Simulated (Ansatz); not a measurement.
`[SiH3][S][GaH][SiH3]` + H–F → `[F][GaH][SiH3]` + `[SiH3]S` at 700 K and 1 bar (ligand exchange at a Ga–S bond).

Gas-phase electronic energies from Ansatz, PBE0-D4/def2-TZVP geometries. CCSD(T)/CBS is the MP2 limit (def2-TZVPP, def2-QZVPP) plus CCSD(T) − MP2 in def2-TZVPP, frozen cores. This one scheme is used for every species. For Ga outer-core shells are correlated without core-valence functions, which leaves a few kJ/mol of doubt a bond. Scalar relativity is left out up to krypton. One conformer a species, not always the lowest.

```csv
species,CCSD(T)/CBS energy (Eh),H − E (kJ/mol),S (J/(mol·K))
`[SiH3][S][GaH][SiH3]`,-2904.12965,248.0,553.1
H–F,-100.39570,45.2,198.5
`[F][GaH][SiH3]`,-2315.24439,148.3,426.2
`[SiH3]S`,-689.27336,135.5,340.5
```

H − E and S are ideal-gas, rigid-rotor, harmonic terms from PBE0-D4/def2-TZVP, for one conformer and one mirror image of each species. 1 Eh = 2625.50 kJ/mol, R = 8.31446 J/(mol·K).

By hand: ΔE, ΔH, ΔS and ΔG.

ΔE = (-2315.24439) + (-689.27336) − (-2904.12965) − (-100.39570) = 0.00760 Eh = 20.0 kJ/mol. Δ(H − E) = 148.3 + 135.5 − 248.0 − 45.2 = -9.4, so ΔH = 10.6 kJ/mol. ΔS = 426.2 + 340.5 − 553.1 − 198.5 = 15.1 J/(mol·K). ΔG = 10.6 − 700 × (15.1)/1000 = 0.0 kJ/mol.

By hand: the equilibrium constant, and the temperature at which ΔG would vanish if ΔH and ΔS stayed fixed.

log₁₀ K = −ΔG/(RT ln 10) = 0.0. ΔG = 0 at ΔH/ΔS = 702 K, though so small a ΔS makes that figure unsure.

TΔS isn't small against ΔH here. The sign of ΔG lies within the doubt. A doubt of 5 kJ/mol in ΔE shifts log₁₀ K by 0.4 here. Other conformers and mirror images would add mixing entropy, several J/(mol·K) or more a flexible species. Modes under 60 cm⁻¹, often nearly free rotors, make the harmonic entropy too high. These are equilibria of isolated gas molecules and say nothing of rates. Largest T1 diagnostic: 0.014 (customary marks: 0.02 for closed shells, 0.045 for open ones).
